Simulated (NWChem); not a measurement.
**Ionisation of CH3ClOSW**

```
W
O 1 1.6916
C 1 2.0909 2 103.19
H 3 1.1007 1 112.34 2 -54.75
H 3 1.1027 4 108.89 1 121.82
H 3 1.1051 4 108.57 5 119.61
S 1 2.1291 2 108.67 3 -110.37
Cl 1 2.2790 2 113.80 3 121.05
```
Charge 0, spin multiplicity 1.

All runs are NWChem calculations. Structure: optimised with PBE0/def2-SVP with def2 effective core potentials on W, with no frequency check, so it may be a saddle point.

Basis set: def2-TZVP. −ε marks an orbital energy of the parent.

| method | first vertical ionisation energy (eV) | relative cost |
|---|---|---|
| −ε(HOMO) of PBE | 6.69 | 1 |
| G0W0@BHandHLYP | 9.76 | under 3 |
| G0W0@PBE | 9.03 | under 3 |
| G0W0@PBE0 | 9.46 | under 3 |
| −ε(HOMO) of HF | 10.61 | under 3 |

The values span 3.92 eV, from −ε(HOMO) of PBE (lowest) to −ε(HOMO) of HF (highest). Relative cost: rough, from shared machines, SCF included, −ε(HOMO) of PBE = 1.

Effective core potentials replace the inner electrons of W; spin-orbit coupling is left out. GW and range-separated runs recompute their integrals, the others keep them in memory, which bears on the times. The structure started from a generated list of species.
